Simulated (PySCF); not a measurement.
# Deuteron quadrupole couplings in `CC#C[P@@H+](C)CC`

Species: C6H12P (charge +1).
Geometry (GFN2-xTB, Å), atoms numbered from 1 in this order:
```xyz
19
C6H12P angstrom
C      3.8873    0.5054    0.1251
C      2.5001    0.2450   -0.0809
C      1.3243    0.0210   -0.2603
P     -0.3613   -0.2777   -0.5048
C     -0.7904   -1.9649   -0.0263
C     -1.3630    0.9624    0.3708
C     -2.8530    0.7880    0.0871
H      4.4788   -0.3503   -0.1993
H      4.0788    0.6894    1.1820
H      4.1880    1.3824   -0.4476
H     -0.6159   -0.1495   -1.8557
H     -0.6309   -2.0895    1.0461
H     -1.8349   -2.1646   -0.2650
H     -0.1578   -2.6717   -0.5642
H     -1.1491    0.8701    1.4408
H     -1.0180    1.9494    0.0466
H     -3.2292   -0.1489    0.4910
H     -3.0551    0.8162   -0.9824
H     -3.4085    1.5972    0.5541
```

Level: PBE0/pcSseg-1 (PySCF, non-relativistic); Q(2H) = 0.00286 b; rigid geometry, the same for H and D, with no vibrational averaging.

**Question.** Rank these positions by the coupling χzz of a deuteron there, largest first.
A. H15 (methylene hydrogen)
B. H13 (methyl hydrogen)
C. H17 (methyl hydrogen)
D. H11 (P–H hydrogen)

**Answer.** C (208 kHz), B (204 kHz), A (196 kHz), D (132 kHz).

**Question.** What are Vzz, η and χzz (234.96 MHz × Q × Vzz) at all hydrogens?

**Answer.** 
| atom | bonded to | bond length (Å) | Vzz (au) | η | χzz (kHz) |
| --- | --- | --- | --- | --- | --- |
| H8 | C1 | 1.090 | 0.3024 | 0.04 | 203 |
| H9 | C1 | 1.090 | 0.3024 | 0.04 | 203 |
| H10 | C1 | 1.090 | 0.3022 | 0.04 | 203 |
| H11 | P4 | 1.381 | 0.1961 | 0.01 | 132 |
| H12 | C5 | 1.091 | 0.3002 | 0.04 | 202 |
| H13 | C5 | 1.090 | 0.3031 | 0.04 | 204 |
| H14 | C5 | 1.090 | 0.3016 | 0.04 | 203 |
| H15 | C6 | 1.095 | 0.2915 | 0.04 | 196 |
| H16 | C6 | 1.095 | 0.2914 | 0.05 | 196 |
| H17 | C7 | 1.087 | 0.3092 | 0.04 | 208 |
| H18 | C7 | 1.089 | 0.3056 | 0.05 | 205 |
| H19 | C7 | 1.087 | 0.3090 | 0.04 | 208 |

**Question.** Average by the element that carries the hydrogen.

**Answer.** on C: 203 kHz over 11 positions, mean bond length 1.090 Å; on P: 132 kHz over 1 position, mean bond length 1.381 Å.

**Question.** How does χzz go with the bond length over the 11 C–H bonds?

**Answer.** A straight-line fit has a slope of -15.1 kHz for each 0.01 Å, with a correlation coefficient of -0.99, over lengths from 1.087 to 1.095 Å. The longer bonds have the smaller couplings here.

**Question.** A static deuteron (I = 1) shows a doublet split by (3/2)χ, (3/4)χ(1 + η) and (3/4)χ(1 − η) with the field along z, y and x of the gradient. What are these for H9?

**Answer.** With |χ| = 203.2 kHz and η = 0.039: 305, 158 and 146 kHz, to first order and without motion.

Geometry: GFN2-xTB, one conformer, isolated ion. GFN2-xTB frequencies show an imaginary mode (29i cm⁻¹), so this geometry is no minimum at that level. GFN2-xTB bond lengths can be off by several hundredths of an ångström, more for odd bonds, and the gradients follow them. With so small a basis the couplings can be 20 % off.
